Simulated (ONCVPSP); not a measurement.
**Transferability test, ONCV potential for selenium**

```
Element                 : selenium (Se)
Generator               : ONCVPSP 4.0.1
Type                    : optimised norm-conserving Vanderbilt (ONCV)
Functional              : LDA (Perdew-Zunger)
Relativity              : fully relativistic
Frozen core             : [Ar]
Valence charge          : 16
Reference configuration : 3d10 4s1.75 4p4.25
Partial waves           : 4s: rc 1.50 bohr, ncon 4, nbas 8, qcut 3.8 1/bohr, 2 projectors, debl 2.6 Ha; 4p: rc 1.60 bohr, ncon 4, nbas 9, qcut 4.7 1/bohr, 2 projectors, debl 0.5 Ha; 3d: rc 0.65 bohr, ncon 4, nbas 8, qcut 26.3 1/bohr, 2 projectors, debl 1.2 Ha
Local potential         : polynomial inside 0.40 bohr (lpopt 5, dvloc0 -1.5 Ha)
Core correction         : Teter function, fcfact 1.5, rcfact 1.3
```

Open shells are filled in proportion to 2j + 1.

In the d channel the program set the typed energies aside and used -1.963, 0.250 Ha (j = l + 1/2; the other j can differ).

Energies are relative to the spin-unpolarised reference configuration 3d10 4s1.75 4p4.25; without spin polarisation the order of configurations can differ from experiment.

(1) Give the all-electron excitation energy and the error of the potential for: 3d10 4s2 4p4; 3d10 4s2 4p3; 3d10 4s2 4p2; 3d9 4s2 4p4.

Levels in the configuration 3d10 4s2 4p4:

| level | all-electron (eV) | pseudo (eV) |
| --- | --- | --- |
| 3d j=5/2 | -53.005 | -53.006 |
| 3d j=3/2 | -53.902 | -53.889 |
| 4s j=1/2 | -17.481 | -17.481 |
| 4p j=3/2 | -6.535 | -6.535 |
| 4p j=1/2 | -6.922 | -6.922 |

Note: ghosts flagged at negative energy: s at -851.9 eV, p3/2 at -262.3 eV, p1/2 at -260.5 eV; GHOST(+) flagged for s at 139.0 eV. A true bound ghost makes a file unfit for plane-wave use.

Answers

(1)

```csv
valence configuration,charge,ΔE all-electron (eV),error AE − PS (meV)
3d10 4s2 4p4,0,-2.711,0.0
3d10 4s2 4p3,+1,8.302,+0.1
3d10 4s2 4p2,+2,28.865,+3.6
3d9 4s2 4p4,+1,61.645,-601
```
